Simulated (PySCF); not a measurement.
# Two-component Hartree-Fock for Pb⁷³⁺ (lead, charge +73)

Start: [He] 2s2 2p5; 2p1/2 filled at m_j = -1/2, +1/2; 2p3/2 filled at m_j = -1/2, +1/2, +3/2. Calculated with PySCF 2.14 in an even-tempered Gaussian basis (16 s from 62 bohr⁻², ratio 2.4; 13 p from 81 bohr⁻², ratio 2.4; 5 d from 280 bohr⁻², ratio 2.6; 4 f from 410 bohr⁻², ratio 2.6): generalised Hartree-Fock with the X2C-1e Hamiltonian and a Gaussian nucleus; one run each with spin-orbit coupling (SO) switched off, then screened by Boettger's factors.

| spinor shell | electrons | ε, spin-free (eV) | ε, screened SO (eV) | weight of nominal j (screened SO) | rms radius, screened SO (bohr) |
| --- | --- | --- | --- | --- | --- |
| 1s1/2 | 2 | -95958.9 | -95910.1 | 1.000 | 0.0181 |
| 2s1/2 | 2 | -22805.1 | -22791.4 | 1.000 | 0.0715 |
| 2p1/2 | 2 | -20640.3 | -22287.6 | 1.000 | 0.0602 |
| 2p3/2 | 3 | -20640.3 | -20002.8 | 1.000 | 0.0680 |

```json
{"quantity": "E (hartree)", "spin-free": "-13157.90984", "screened SO": "-13210.72740"}
{"quantity": "M_J", "spin-free": "3/2", "screened SO": "3/2"}
{"quantity": "⟨J²⟩", "spin-free": "3.750", "screened SO": "3.750"}
{"quantity": "⟨L²⟩", "spin-free": "2.000", "screened SO": "2.041"}
{"quantity": "⟨S²⟩", "spin-free": "0.750", "screened SO": "0.791"}
```

Each row is a mean over spinors that exchange with the open shell spreads, by up to 73.872 eV (2s1/2).

Breit and QED terms are absent; they matter most for the inner s and p1/2 levels.

Densities and radii are taken from the X2C orbitals without a picture-change correction, which distorts them close to the nucleus.

Without spin-orbit coupling the j labels of p, d and f shells carry no meaning; the spin-free column gives the mean over the occupied spinors of each nl shell.
